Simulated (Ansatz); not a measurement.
The same carbene extrusion along the group B, Al, Ga, In.

Computed with Ansatz on PBE0-D4/def2-TZVP structures; ΔE is electronic, products minus reactants. CBS: MP2 limit from def2 TZ/QZ plus the TZ coupled-cluster correction, frozen cores. This one scheme is used for every species. DFT in def2-TZVPP. B3LYP here is the variant with VWN-RPA as its local correlation; programs differ in this. Triplets are unrestricted, without spin–orbit coupling. Elements past krypton have def2 core potentials. For Br, Ga, In outer-core shells are correlated without core-valence functions, which leaves a few kJ/mol of doubt a bond. Scalar relativity is left out up to krypton. Each species was taken in one conformer, which may not be the lowest.

| reaction | B3LYP-D4 (kJ/mol) |
| --- | --- |
| `COB(O)Br` → `[CH2]` (triplet) + `OB(O)Br` | 382 |
| `C[O][Al]([OH])[Br]` → `[CH2]` (triplet) + `[OH][Al]([OH])[Br]` | 376 |
| `C[O][Ga]([OH])[Br]` → `[CH2]` (triplet) + `[OH][Ga]([OH])[Br]` | 375 |
| `C[O][In]([OH])[Br]` → `[CH2]` (triplet) + `[OH][In]([OH])[Br]` | 372 |

Problem. Give the CCSD(T)/CBS values in the same order. (Best estimate.)

Solution. Ansatz gave: 383, 374, 375, 373 kJ/mol.

Largest T1 diagnostic: 0.015, for `C[O][In]([OH])[Br]`.
